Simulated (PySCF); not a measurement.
## Dipole moment and polarisability of SiH2Me(tBu)

SiH2Me(tBu), C5H14Si.
Cartesian coordinates in Å at the PBE0-D3(BJ)/def2-SVP level; atoms count from 1:
```xyz
20
C5H14Si angstrom
Si     0.8613    0.9579    0.6059
H      0.8987    0.9278    2.1054
H      2.2775    0.9282    0.1140
C      0.0301    2.5439    0.0272
H      0.0394    2.6179   -1.0712
H      0.5539    3.4249    0.4284
H     -1.0165    2.5912    0.3657
C     -0.0342   -0.6103   -0.0132
C      0.7445   -1.8335    0.4781
C     -0.0785   -0.6030   -1.5436
C     -1.4575   -0.6427    0.5496
H      0.2550   -2.7651    0.1418
H      1.7762   -1.8445    0.0917
H      0.7987   -1.8689    1.5783
H      0.9314   -0.5641   -1.9834
H     -0.6496    0.2542   -1.9351
H     -0.5664   -1.5198   -1.9200
H     -2.0547    0.2207    0.2144
H     -1.4621   -0.6471    1.6516
H     -1.9847   -1.5537    0.2140
```

Level: wB97X-D/def2-SVPD (PySCF), static field, nuclei fixed, core orbitals frozen in the response. The polarisability tensor in these axes (au):

```
x   86.73  1.09  1.63
y    1.09 97.50  0.73
z    1.63  0.73 85.56
```

Q: Diagonalise the tensor; give its mean and Δα, where Δα² is half the sum of the squared differences of the eigenvalues.

A: Principal values 84.42, 87.70 and 97.68 au; mean 89.93 au = 13.33 Å³ = 14.83 × 10⁻⁴⁰ C²·m²/J; Δα = 11.96 au (13 % of the mean).

Q: What is the dipole moment, and where does it point?

A: (-0.59, 0.05, -0.41) D, 0.72 D in size, pointing from the negative to the positive side. Measured along this direction, the outermost atoms are H2 and H3 at the negative end and H16 and H18 at the positive end.

Q: Refractivity n − 1 of an ideal gas of it at 350 K and 1 atm, from the electronic α?

A: N = p/kT = 2.0968 × 10¹⁹ cm⁻³, so n − 1 = 2π × N × 13.33 × 10⁻²⁴ cm³ = 1756 × 10⁻⁶ at long wavelengths.

Q: Along which axes do the principal values lie, and how far do the nuclei extend along each?

A: Largest value along (0.11, 0.99, 0.07), where the nuclei span 6.19 Å; middle along (0.81, -0.13, 0.57), 3.47 Å; least along (-0.58, 0.00, 0.82), 4.35 Å. The strongest response lies along the longest span, while the other two are in reverse order.

Q: Find the Langevin capture rate constant for O2+ (31.990 u) meeting this molecule (102.086 u), k = 2.342 × 10⁻⁹ cm³/s × √(α in Å³ / reduced mass in u).

A: The reduced mass is 24.36 u, so k = 1.73 × 10⁻⁹ cm³/s. The formula leaves out the permanent dipole, which adds to the capture rate.

Q: Rayleigh depolarisation ratio (linearly polarised light, static tensor)?

A: ρ = 3Δα²/(45ᾱ² + 4Δα²) = 429.2/(363955 + 572.3) = 0.00118.

Q: Sum over states: ᾱ = Σ f/ω², ω in Eh. What share falls to these 10 lowest TDDFT singlets (eV, f)? 7.67, 0.0209; 8.04, 0.0035; 8.61, 0.2656; 8.71, 0.0057; 8.74, 0.1047; 8.81, 0.0343; 8.84, 0.0813; 8.99, 0.0032; 9.07, 0.0721; 9.08, 0.0827.

A: They add up to 6.54 au, 7.3 % of the 89.93 au; the largest single term is 2.65 au, from the state at 8.61 eV. Terms in order: 0.26, 0.04, 2.65, 0.06, 1.01, 0.33, 0.77, 0.03, 0.65, 0.74 au. Higher excitations give the rest. The strengths listed sum to 0.674.

Isolated species at its PBE0-D3(BJ)/def2-SVP geometry, gas phase.

wB97X-D is run here without its empirical dispersion term; that term would change no orbital, density or response property at a fixed geometry.
